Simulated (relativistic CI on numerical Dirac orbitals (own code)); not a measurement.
## One change at a time: Gd LXII

Base calculation: Dirac-Coulomb-Breit CI, KLI orbitals optimised for each configuration, model QED, unscaled Slater integrals.

Configurations in the expansion (outside the closed core 1s2): 2s, 2p, 3s, 3p, 3d, 4s, 4p, 4d, 4f, 5s, 5p, 5d, 5f, 5g, 6s, 6p, 6d. Levels of other configurations are missing.

Variants: (1) configuration mixing switched off; (2) Breit term removed. Shifts of the energy above 2s ²S1/2, in eV, for the lowest level and the first level of each name with at least 55 % of one term (blank where a level changes its place among those of its configuration and J or its character, or is not in the variant):

```
    Level     Base  Δ(1)   Δ(2)
 2s ²S1/2      0.0   0.0    0.0
2p ²P°1/2    153.7   0.0  -10.2
2p ²P°3/2    938.2   0.0   +1.7
 3s ²S1/2   8022.9   0.0   +7.1
3p ²P°1/2   8064.9   0.0   +4.4
3p ²P°3/2   8298.4   0.0   +7.5
 3d ²D3/2   8310.0   0.0   +9.6
 3d ²D5/2   8378.6   0.0   +9.8
 4s ²S1/2  10780.8   0.0   +8.7
4p ²P°1/2  10797.9   0.0   +7.6
4p ²P°3/2  10895.9   0.0   +8.9
 4d ²D3/2  10900.8   0.0   +9.7
 4d ²D5/2  10929.9   0.0   +9.8
4f ²F°5/2  10930.1   0.0   +9.8
```

At this charge energies of transitions that change n are usually good to better than 1 %, and those within a shell (Δn = 0) to a few per cent.

Ionisation energy from the two ground configurations alone: base 14223.5 eV; Breit term removed 14233.4 eV. The NIST ASD value (theoretical) is 14224.6 eV.
